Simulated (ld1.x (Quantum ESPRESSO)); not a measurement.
An all-electron radial function and its pseudo partner (Dy (Z = 66))

Columns: radius, all-electron u(r) and pseudo u(r) of the 6s shell (level -4.55 eV) of dysprosium in the configuration [Kr] 4d10 4f10 5s2 5p6 5d0 6s1 6p1; PBE, scalar-relativistic, PAW scheme, ld1.x (Quantum ESPRESSO) 7.5.

| r (bohr) | all-electron | pseudo |
| --- | --- | --- |
| 0.143 | 0.0869 | 0.1759 |
| 0.285 | -0.0370 | 0.3307 |
| 0.428 | -0.1553 | 0.4499 |
| 0.570 | -0.0494 | 0.5207 |
| 0.713 | 0.1098 | 0.5401 |
| 0.855 | 0.2182 | 0.5108 |
| 0.998 | 0.2564 | 0.4414 |
| 1.140 | 0.2358 | 0.3449 |
| 1.283 | 0.1754 | 0.2332 |
| 1.425 | 0.0932 | 0.1192 |
| 1.568 | 0.0012 | 0.0096 |
| 1.710 | -0.0906 | -0.0896 |
| 1.853 | -0.1778 | -0.1784 |
| 1.995 | -0.2561 | -0.2563 |
| 2.138 | -0.3252 | -0.3252 |
| 2.280 | -0.3835 | -0.3835 |
| 2.423 | -0.4323 | -0.4323 |
| 2.565 | -0.4714 | -0.4714 |
| 2.708 | -0.5022 | -0.5022 |
| 2.850 | -0.5251 | -0.5251 |
| 2.992 | -0.5414 | -0.5414 |
| 3.135 | -0.5519 | -0.5519 |
| 3.278 | -0.5575 | -0.5575 |
| 3.420 | -0.5588 | -0.5588 |
| 3.563 | -0.5565 | -0.5565 |
| 3.705 | -0.5510 | -0.5510 |

**Question.** How many radial nodes do the two functions have?

**Answer.** The all-electron 6s function has n − l − 1 = 5 (the table is too coarse to show those close to the nucleus); the pseudo-wave has 1, since 1 lower shell of the same l stays in the valence.

**Question.** At about which radius was the pseudo-wave matched?

**Answer.** 2.15 bohr. The columns agree to 0.0005 from 2.00 bohr on; several derivatives are matched, so the curves merge somewhat inside the radius.

**Question.** Is the pseudo-wave norm-conserving?

**Answer.** No, it belongs to a PAW set: the norm inside the radius is not constrained, and the difference is carried by the augmentation charge.
